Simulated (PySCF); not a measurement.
Simulated C 1s region for `C[CH2][Al@@H-]([CH3])[AsH3+]`, binding energy against the vacuum level.

Every computed line was given a Gaussian of 0.4 eV full width at half maximum and an area set by the number of equivalent atoms; the highest printed point is 100. The calculation used delta-SCF UKS SCAN, pcX-2 on the ionised atom, pcseg-1 elsewhere, spin-free X2C in PySCF.

| binding energy (eV) | intensity |
| --- | --- |
| 288.5 | 1 |
| 288.6 | 4 |
| 288.7 | 15 |
| 288.8 | 41 |
| 288.9 | 76 |
| 289.0 | 100 |
| 289.1 | 94 |
| 289.2 | 62 |
| 289.3 | 30 |
| 289.4 | 10 |
| 289.5 | 2 |
| 289.6 | 1 |
| 289.7 | 1 |
| 289.8 | 5 |
| 289.9 | 14 |
| 290.0 | 31 |
| 290.1 | 47 |
| 290.2 | 50 |
| 290.3 | 38 |
| 290.4 | 20 |
| 290.5 | 8 |
| 290.6 | 2 |
| 290.7 | 0 |

Q: How many maxima does the curve show, and how many computed lines lie under it?

A: The curve has 2 maxima (at 289.0 and 290.2 eV). Under it lie 3 lines from 3 inequivalent carbon sites. At this width some lines have no maximum of their own.

Q: Decompose the envelope and assign each component. Numbering: `[CH3:1][CH2:2][Al@@H-:3]([CH3:4])[AsH3+:5]`.

A: 
```tsv
position (eV)	relative area	line	atoms	environment
289.01	1	C 1s	C2	chain CH2 carbon
289.05	1	C 1s	C4	methyl carbon
290.17	1	C 1s	C1	methyl carbon
```

Lowest listed C 1s: C2, bonded to C, 2 H and Al. Highest, 1.16 eV above it: C1, bonded to C and 3 H. Summing the Pauling electronegativity differences to the bonded atoms, each weighted by its formal bond order, gives -1.64 for the lowest site and -1.05 for the highest; no listed site has a larger sum than the highest. The smallest sum, -1.99, belongs to C4, 0.04 eV above the lowest. The values 289.01 and 289.05 eV lie too close for their order to be trusted.

No satellites, vibrations or lifetime broadening are included. The structure is a single PBE0-D3(BJ)/def2-SVP conformer in the gas phase; no vibrational or solvent corrections.

The run took 1.8 min on one thread of an Arm Neoverse N1, no GPU, shared host with 64 logical CPUs at a one-minute load of 61, and the process peaked at 0.69 GiB of memory.

Shape of the structure used: `[CH3:1][CH2:2][Al@@H-:3]([CH3:4])[AsH3+:5]`: C1–C2–Al3–C4 -163°.
